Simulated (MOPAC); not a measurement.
MOPAC input (AM1):

```
AM1 FORCE THERMO(298,298) PRECISE LET CHARGE=-1 GEO-OK AUX(PRECISION=9) THREADS=1
NO3

O     0.01867302 1   -0.01982971 1   -1.22496078 1
N     0.00000253 1    0.00000186 1    0.00000245 1
O     1.01632470 1    0.28164680 1    0.62371916 1
O    -1.03499909 1   -0.26181883 1    0.60123932 1
```

Output:

```
 *******************************************************************************
 **                                                                           **
 **                              MOPAC v23.2.5                                **
 **                                                                           **
 *******************************************************************************
 ** MOPAC's Digital Object Identifier: https://doi.org/10.5281/zenodo.6511958 **
 **                                                                           **
 ** Please cite the open-source release paper for use of this MOPAC version:  **
 ** J. E. Moussa and J. J. P. Stewart (2026)                                  **
 ** MOPAC: An open-source semiempirical molecular orbital program             **
 ** J. Open Source Softw., 11(119), 8025, https://doi.org/10.21105/joss.08025 **
 *******************************************************************************

                              AM1 CALCULATION RESULTS

 *******************************************************************************
 *  AM1        - The AM1 Hamiltonian to be used
 *  GEO-OK     - OVERRIDE INTERATOMIC DISTANCE AND OTHER SAFETY CHECKS
 *
 *
 *
 *                 CHARGE ON SYSTEM = -1
 *
 *
 *
 *  LET        - OVERRIDE SOME SAFETY CHECKS
 *  PRECISE    - TIGHTER CRITERIA TO BE USED
 *  FORCE      - FORCE CALCULATION SPECIFIED
 *  AUX        - OUTPUT AUXILIARY INFORMATION
 *  THERMO     - THERMODYNAMIC QUANTITIES TO BE CALCULATED
 *******************************************************************************
AM1 FORCE THERMO(298,298) PRECISE LET CHARGE=-1 GEO-OK AUX(PRECISION=9) THREADS=1
 NO3

   ATOM   CHEMICAL          X               Y               Z
  NUMBER   SYMBOL      (ANGSTROMS)     (ANGSTROMS)     (ANGSTROMS)

     1       O          0.01867302  *  -0.01982971  *  -1.22496078  *
     2       N          0.00000253  *   0.00000186  *   0.00000245  *
     3       O          1.01632470  *   0.28164680  *   0.62371916  *
     4       O         -1.03499909  *  -0.26181883  *   0.60123932  *

          CARTESIAN COORDINATES

    NO.       ATOM           X           Y           Z

     1         O          0.0187     -0.0198     -1.2250
     2         N          0.0000      0.0000      0.0000
     3         O          1.0163      0.2816      0.6237
     4         O         -1.0350     -0.2618      0.6012

  N: (AM1): M.J.S. DEWAR ET AL, J. AM. CHEM. SOC. 107 3902-3909 (1985)
  O: (AM1): M.J.S. DEWAR ET AL, J. AM. CHEM. SOC. 107 3902-3909 (1985)

           Empirical Formula: N O3  =     4 atoms

      MOLECULAR POINT GROUP   :   D3h

      RHF CALCULATION, NO. OF DOUBLY OCCUPIED LEVELS = 12

          HEAT OF FORMATION =     -88.906412 KCALS/MOLE

          CARTESIAN COORDINATE DERIVATIVES

   NUMBER  ATOM         X            Y            Z

     1       O     -0.011837    -0.002226    -0.000276
     2       N      0.012304     0.006443     0.000828
     3       O     -0.000166    -0.002514    -0.000276
     4       O     -0.000301    -0.001703    -0.000276

 DIPOLE           X         Y         Z       TOTAL
 POINT-CHG.    -5.885     0.000     0.000     5.885
 HYBRID         0.000     0.000     0.000     0.000
 SUM           -5.885     0.000     0.000     5.885

          GRADIENT NORM =   0.01866

          MOLECULAR WEIGHT =   62.00

          ROTATIONAL CONSTANTS IN CM(-1)

          A =    0.46789182   B =    0.46788843   C =    0.23394506

           PRINCIPAL MOMENTS OF INERTIA IN UNITS OF 10**(-40)*GRAM-CM**2

          A =       59.8274   B =       59.8278   C =      119.6552

          ORIENTATION OF MOLECULE IN FORCE CALCULATION

    NO.       ATOM         X         Y         Z

     1          O      -1.2253    0.0000    0.0000
     2          N       0.0000    0.0000    0.0000
     3          O       0.6126    1.0611    0.0000
     4          O       0.6126   -1.0611   -0.0000

    FIRST DERIVATIVES WILL BE USED IN THE CALCULATION OF SECOND DERIVATIVES

    FOR POINT-GROUP D3h  THERE ARE  12 UNIQUE SYMMETRY FUNCTIONS.


(To convert to Hartree/Bohr^2, multiply by (10^(-21) x N x a0^2)/(4.184 x 627.51) =  0.0642)

           FORCE MATRIX IN MILLIDYNES/ANGSTROM

                  O  1       N  2       O  3       O  4
 ------------------------------------------------------
     O    1  16.750385
     N    2  12.393268  29.891480
     O    3   3.332896  12.385023  16.750385
     O    4   3.332979  12.384901   3.332896  16.750385

          HEAT OF FORMATION =     -88.906412 KCALS/MOLE

          ZERO POINT ENERGY      11.016 KCAL/MOL

           NORMAL COORDINATE ANALYSIS (Total motion = 1 Angstrom)

   Root No.       1         2         3         4         5         6

                 1 E'      1 E'      1 A2"     1 A1'     2 E'      2 E'

                 755.4     755.4     768.7    1537.6    1944.2    1944.2

           1    0.0440    0.2091   -0.0000    0.3333   -0.2619    0.0298
           2    0.3158   -0.0665    0.0000   -0.0000   -0.0015   -0.0142
           3    0.0000   -0.0000   -0.1556   -0.0000   -0.0000   -0.0000
           4    0.0385    0.1831    0.0000   -0.0000    0.4722   -0.0537
           5   -0.1830    0.0385   -0.0000    0.0000    0.0516    0.4916
           6   -0.0000   -0.0000    0.5332   -0.0000   -0.0000    0.0000
           7   -0.2661   -0.1369   -0.0000   -0.1667   -0.0875   -0.1033
           8   -0.0300    0.2437    0.0000   -0.2887   -0.1293   -0.1958
           9    0.0000    0.0000   -0.1556   -0.0000    0.0000   -0.0000
          10    0.1884   -0.2325   -0.0000   -0.1667   -0.0640    0.1205
          11   -0.1256   -0.2110    0.0000    0.2887    0.0857   -0.2203
          12   -0.0000   -0.0000   -0.1556    0.0000    0.0000   -0.0000

           MASS-WEIGHTED COORDINATE ANALYSIS (NORMAL COORDINATES)

   Root No.       1         2         3         4         5         6

                 1 E'      1 E'      1 A2"     1 A1'     2 E'      2 E'

                 755.4     755.4     768.7    1537.6    1944.2    1944.2

           1    0.0936    0.4122   -0.0000    0.5774   -0.4780    0.0379
           2    0.6229   -0.1414    0.0000   -0.0000   -0.0020   -0.0249
           3    0.0000   -0.0000   -0.2744   -0.0000   -0.0000   -0.0000
           4    0.0767    0.3377    0.0000   -0.0000    0.8063   -0.0640
           5   -0.3377    0.0767   -0.0000    0.0000    0.0640    0.8063
           6   -0.0000   -0.0000    0.8798   -0.0000   -0.0000    0.0000
           7   -0.5309   -0.2624   -0.0000   -0.2887   -0.1538   -0.1852
           8   -0.0517    0.4831    0.0000   -0.5000   -0.2251   -0.3492
           9    0.0000    0.0000   -0.2744   -0.0000    0.0000   -0.0000
          10    0.3656   -0.4659   -0.0000   -0.2887   -0.1226    0.2072
          11   -0.2552   -0.4134    0.0000    0.5000    0.1672   -0.3803
          12   -0.0000   -0.0000   -0.2744    0.0000    0.0000   -0.0000

          DESCRIPTION OF VIBRATIONS

 VIBRATION          2    1E'         ATOM PAIR     ENERGY CONTRIBUTION    RADIAL
 FREQUENCY           755.36         N 2 -- O 4         +19.3% ( 90.4%)      0.1%
 TRANSITION DIPOLE   1.3581         O 1 -- O 3         +19.0% ( 89.5%)      8.8%
 TRAVEL (Ang.)       0.1386         O 1 -- O 4         +18.7% ( 89.0%)     46.1%
 REDUCED MASS        4.6475         O 3 -- O 4         +18.4% ( 88.3%)     95.1%
 EFFECTIVE MASS     15.7878         N 2 -- O 3         +15.1% ( 79.8%)      0.5%
 FORCE CONSTANT      1.5624

 VIBRATION          3    1A2"        ATOM PAIR     ENERGY CONTRIBUTION    RADIAL
 FREQUENCY           768.71         N 2 -- O 3         +32.3% ( 84.9%)      0.0%
 TRANSITION DIPOLE   2.7428         N 2 -- O 4         +32.3% ( 84.9%)      0.0%
 TRAVEL (Ang.)       0.1006         O 1 -- N 2         +32.3% ( 84.9%)      0.0%
 REDUCED MASS        8.6655         O 3 -- O 4          +1.0% ( 15.1%)      0.0%
 EFFECTIVE MASS     14.4453
 FORCE CONSTANT      3.0169

 VIBRATION          4    1A1'        ATOM PAIR     ENERGY CONTRIBUTION    RADIAL
 FREQUENCY          1537.64         O 1 -- O 3         +23.4% ( 76.2%)    100.0%
 TRANSITION DIPOLE   0.0000         O 1 -- O 4         +23.4% ( 76.2%)    100.0%
 TRAVEL (Ang.)       0.0907         O 3 -- O 4         +23.4% ( 76.2%)    100.0%
 REDUCED MASS        5.3331         O 1 -- N 2         +10.0% ( 49.8%)    100.0%
 EFFECTIVE MASS     15.9994
 FORCE CONSTANT      7.4292

 VIBRATION          6    2E'         ATOM PAIR     ENERGY CONTRIBUTION    RADIAL
 FREQUENCY          1944.22         N 2 -- O 4         +34.5% ( 87.1%)     91.3%
 TRANSITION DIPOLE   7.8828         N 2 -- O 3         +32.1% ( 84.0%)     83.4%
 TRAVEL (Ang.)       0.0707         O 1 -- N 2         +20.2% ( 66.7%)      1.5%
 REDUCED MASS        6.9473         O 3 -- O 4          +6.0% ( 36.3%)      0.6%
 EFFECTIVE MASS     14.6816
 FORCE CONSTANT     15.4723

      SYMMETRY NUMBER FOR POINT-GROUP D3h =  6

          SYSTEM IS A GROUND STATE

 NO3

          MOLECULE IS NOT LINEAR

          THERE ARE  6 GENUINE VIBRATIONS IN THIS SYSTEM
          THIS THERMODYNAMICS CALCULATION IS LIMITED TO
          MOLECULES WHICH HAVE NO INTERNAL ROTATIONS

                    CALCULATED THERMODYNAMIC PROPERTIES
                                          *
   TEMP. (K)   PARTITION FUNCTION   H.O.F.    ENTHALPY  HEAT CAPACITY ENTROPY
                                   KCAL/MOL   CAL/MOLE    CAL/K/MOL  CAL/K/MOL

 298.00  VIB.     0.1081D+01                   174.2473     2.2507     0.7404
         ROT.     0.3891D+04                   888.2803     2.9808    19.4079
         INT.     0.4208D+04                  1062.5276     5.2315    20.1483
         TRA.     0.4720D+27                  1480.4672     4.9680    38.2911
         TOT.                      -88.906    2542.9948    10.1995    58.4393

   *: NOTE: HEATS OF FORMATION ARE RELATIVE TO THE
            ELEMENTS IN THEIR STANDARD STATE AT 298K
              (=  Standard Enthalpy of Formation).

            Hvib:  Zero-point energy is not included.
                   frequencies of less than zero cm-1 are not included.
            Hrot = (3/2)RT
            Htra = (3/2)RT + pV = (5/2)RT

            Heat capacity is Cp, not Cv

          For more information, see: HTTP://OpenMOPAC.net/Manual/thermochemistry.html

           FORCE CONSTANT IN CARTESIAN COORDINATES (Millidynes/A)

    ATOM   CHEMICAL       X               Y               Z
   NUMBER   SYMBOL  FORCE CONSTANT  FORCE CONSTANT  FORCE CONSTANT

      1       O       16.583281        2.219621        0.422088
      2       N       20.971083       20.971083        3.774938
      3       O        5.810616       12.992287        0.422088
      4       O        5.810456       12.992446        0.422088

 **********************
 *                    *
 * JOB ENDED NORMALLY *
 *                    *
 **********************

 == MOPAC DONE ==
```

The dipole moment of an ion depends on the origin.
